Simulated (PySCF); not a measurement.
## Working out the ionisation energy of Ge¹⁷⁺

Ge¹⁷⁺ [Ne] 3s2 3p3 (4S) → Ge¹⁸⁺ [Ne] 3s2 3p2 (3P). Calculation: PySCF 2.14, in an even-tempered Gaussian basis (18 s from 1.5 bohr⁻², ratio 2.5; 12 p from 2 bohr⁻², ratio 2.5; 5 d from 9.5 bohr⁻², ratio 2.7; 4 f from 14 bohr⁻², ratio 2.7); scalar relativity by spin-free X2C-1e. Frozen: 1s2; the 21 highest virtual orbitals dropped. Energies in hartree (1 hartree = 27.21139 eV):

```csv
part,Ge¹⁷⁺ (lower),Ge¹⁸⁺ (upper)
UHF,-1944.000824,-1919.735123
MP2 opposite-spin,-0.345912,-0.340268
MP2 same-spin,-0.131652,-0.116667
```

Question: What does Hartree-Fock give?

Answer: (-1919.735123) − (-1944.000824) = 24.265701 hartree = 660.303 eV.

Question: What do MP2 and SCS-MP2 (6/5 opposite-spin, 1/3 same-spin) give?

Answer: The opposite-spin parts differ by 0.154 eV and the same-spin parts by 0.408 eV. MP2: 660.303 + (0.154) + (0.408) = 660.865 eV. SCS-MP2: 660.303 + 1.2 × (0.154) + (0.408)/3 = 660.624 eV.

Reference: 662.8 ± 1.9 eV (semi-empirical (NIST evaluation); NIST Atomic Spectra Database, ionization energies), between the lowest levels; spin-orbit coupling is absent from the calculation.

What remains against the reference includes basis incompleteness, the frozen core and correlation beyond second order.
